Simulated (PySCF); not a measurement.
C3H7FSi, SMILES C1[C@H]([SiH3])[C@H]1F. Geometry: B3LYP-D3(BJ)/def2-SVP. The structure was generated by enumeration; whether it is a known compound was not checked.

Calculation: PySCF with B3LYP-D3(BJ)/def2-SVP.

Harmonic wavenumbers (cm⁻¹): 116, 157, 214, 360, 427, 590, 637, 722, 820, 891, 930, 949, 955, 964, 996, 1052, 1068, 1103, 1182, 1217, 1273, 1400, 1473, 2213, 2221, 2222, 3120, 3142, 3146, 3219. Rotational constants (GHz): 9.446, 2.081, 1.881; symmetry number 1.

Question: Work out the zero-point energy and the ideal-gas rigid-rotor harmonic-oscillator thermochemistry at 298.15 K and 1 atm.

Answer: ZPE = ½ Σ hcν = ½ × 38779 cm⁻¹ = 231.95 kJ/mol. H − E(el) = 250.81 kJ/mol. Entropy in J/(mol K): translation 164.89, rotation 111.15, vibration 50.73, total 326.77. G − E(el) = 153.38 kJ/mol. Cp = 101.68 J/(mol K). Modes under 150 cm⁻¹ make the vibrational entropy uncertain.
